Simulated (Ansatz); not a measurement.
System: ethenyl(trihydroxy)silane, C2H6O3Si, charge 0, multiplicity 1. 
Geometry from a B3LYP-D3(BJ)/def2-TZVP (Ansatz, a quantum-chemistry and plane-wave program) optimisation:
```
Si
O 1 1.6377
H 2 0.9611 1 117.51
O 1 1.6413 2 107.22 3 -41.25
H 4 0.9604 1 117.47 2 156.69
O 1 1.6481 2 114.07 3 74.78
H 6 0.9603 1 117.82 2 60.03
C 1 1.8493 2 105.74 3 -163.41
C 8 1.3318 1 123.73 2 -136.78
H 9 1.0849 8 122.38 1 -179.07
H 9 1.0850 10 115.91 8 -179.69
H 8 1.0874 9 118.09 10 0.04
```

Property: atomisation energy (electronic, to ground-state atoms), in kJ/mol. Correlated levels leave the core frozen unless marked. Open shells are spin-unrestricted. No spin-orbit coupling. Non-relativistic. The coupled-cluster limit lacks core correlation, which all-electron functionals hold. CBS(X,Y): correlation extrapolated as X^-3; Hartree-Fock from the larger set.

| level | program | atomisation energy (kJ/mol) |
|---|---|---|
| LC-wPBE-D4/def2-TZVPD | Ansatz + dftd4 | 5021.1 |
| B2GP-PLYP-D4/def2-TZVPD | Ansatz + dftd4 | 4963.0 |
| PBE-QIDH/def2-TZVPD | Ansatz | 4960.0 |
| MP2/cc-pV(T+d)Z | Ansatz | 5030.3 |

Q: Predict the CCSD(T)/CBS(cc-pV(T+d)Z,cc-pV(Q+d)Z) result (Ansatz).

A: 5054.6 kJ/mol
